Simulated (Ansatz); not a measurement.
`C[SiH]([AlH2])O[SiH3]`, relaxed with RKS PBE-D4/def2-SVP in Ansatz from a rough embedded geometry. The force threshold is 0.03 eV/Å; the program also tests the step.

The species carries charge 0 and has multiplicity 1.

Start:

```xyz
14

C     0.662   -1.118   -1.109
Si   -0.094    0.326   -0.345
Al    0.907    2.240   -1.285
O     0.158    0.325    1.424
Si   -1.054   -0.667    2.052
H     0.557   -1.136   -2.227
H     0.194   -2.089   -0.724
H     1.750   -1.206   -0.855
H    -1.493    0.382   -0.635
H     0.453    3.713   -0.758
H     2.071    2.119   -2.359
H    -2.356   -0.082    1.818
H    -0.949   -2.081    1.498
H    -0.806   -0.727    3.504
```

```
        step  energy (eV)  largest force (eV/Å)  largest move (Å)
           1  -25558.3675                 2.381             0.000
           2  -25558.8159                 1.170             0.194
           3  -25558.9147                 0.600             0.134
           4  -25558.9571                 0.308             0.112
           5  -25558.9922                 0.321             0.200
6 (rejected)  -25558.9023                 1.241             0.188
           7  -25559.0060                 0.080             0.094
           8  -25559.0110                 0.060             0.097
           9  -25559.0117                 0.083             0.094
          10  -25559.0130                 0.058             0.029
          11  -25559.0139                 0.030             0.024
          12  -25559.0142                 0.019             0.022
          13  -25559.0145                 0.030             0.047
          14  -25559.0147                 0.030             0.035
          15  -25559.0150                 0.040             0.057
          16  -25559.0153                 0.034             0.020
          17  -25559.0155                 0.051             0.081
          18  -25559.0155                 0.058             0.041
          19  -25559.0162                 0.033             0.020
          20  -25559.0163                 0.018             0.011
```

End:

```xyz
14

C     0.699   -1.295   -1.314
Si   -0.142    0.256   -0.631
Al    1.022    2.380   -1.130
O    -0.216    0.152    1.062
Si   -1.105   -0.604    2.259
H     0.742   -1.248   -2.423
H     0.137   -2.209   -1.031
H     1.735   -1.395   -0.934
H    -1.562    0.273   -1.174
H     0.783    3.674   -0.210
H     2.029    2.508   -2.377
H    -2.582   -0.374    2.053
H    -0.850   -2.091    2.266
H    -0.690   -0.029    3.584
```

Run time 29 s (4 threads of an Arm Neoverse V2 on a shared host); peak host memory 0.18 GiB.
